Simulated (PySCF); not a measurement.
Species: C2H11NSi2.
SMILES: `C[Si@@H](N)C[SiH3]`

All values: CAM-B3LYP/def2-SVPD (PySCF, non-relativistic), on one gas-phase PBE0-D3(BJ)/def2-SVP geometry that isn't relaxed in the solvent. The solvent is an IEF-PCM continuum (Bondi radii, 1.10 Å for H, scaled by 1.2), and excitations are vertical TDDFT with non-equilibrium linear response and a frozen core. Specific hydrogen bonds and non-electrostatic terms are outside this model.

Gas-phase singlets (H = HOMO, L = LUMO):

```tsv
state	E (eV)	λ (nm)	f	leading configuration
S1	6.550	189	0.019	H→L 73%
S2	7.487	166	0.018	H→L+1 48%
S3	7.684	161	0.035	H→L+2 57%
S4	8.050	154	0.020	H-1→L 67%
S5	8.099	153	0.007	H→L+3 27%
```

Q: Give the list for benzene (ε = 2.271), n² = 2.25.

A: 
```json
{"state": "S1", "E (eV)": "6.613", "λ (nm)": "187", "f": "0.027", "leading configuration": "H→L 69%", "change by rank (eV)": "+0.063"}
{"state": "S2", "E (eV)": "7.513", "λ (nm)": "165", "f": "0.027", "leading configuration": "H→L+1 40%", "change by rank (eV)": "+0.026"}
{"state": "S3", "E (eV)": "7.699", "λ (nm)": "161", "f": "0.055", "leading configuration": "H→L+2 52%", "change by rank (eV)": "+0.015"}
{"state": "S4", "E (eV)": "8.057", "λ (nm)": "154", "f": "0.034", "leading configuration": "H-1→L 69%", "change by rank (eV)": "+0.007"}
{"state": "S5", "E (eV)": "8.127", "λ (nm)": "153", "f": "0.004", "leading configuration": "H→L+3 28%", "change by rank (eV)": "+0.028"}
```

Q: The ground-state energy changes by -0.066 eV from gas to benzene. By how much does the total energy of gas-phase S1 change?

A: E(S1) = E(S0) + excitation energy, so it changes by -0.066 + 0.063 = -0.003 eV: it is lowered less than the ground state, which is what a blue shift means. This is the vertical state, with the slow part of the continuum still set for S0.

Q: How do the frontier levels move from gas to benzene?

A: 
```
orbital  gas (eV)  solvent (eV)  change (eV)
 LUMO+2      1.60          1.70        +0.10
 LUMO+1      1.49          1.56        +0.07
   LUMO      1.08          1.18        +0.10
   HOMO     -8.73         -8.68        +0.05
 HOMO-1     -9.77         -9.68        +0.09
 HOMO-2    -10.35        -10.28        +0.07
 HOMO-3    -10.76        -10.71        +0.05
```

The HOMO–LUMO gap goes from 9.81 to 9.87 eV.

On one thread, Arm Neoverse V1 (aarch64), shared host with 32 logical CPUs at a one-minute load of 24, this took 28 s of wall time and 1.0 GiB of memory at its peak. This is the whole response run at CAM-B3LYP/def2-SVPD in benzene, SCF included.

Shape of the structure used: `[CH3:1][Si@@H:2]([NH2:3])[CH2:4][SiH3:5]`: C1–Si2–C4–Si5 -179°, H–N3–Si2–C1 -51°, H–N3–Si2–C1 173°.
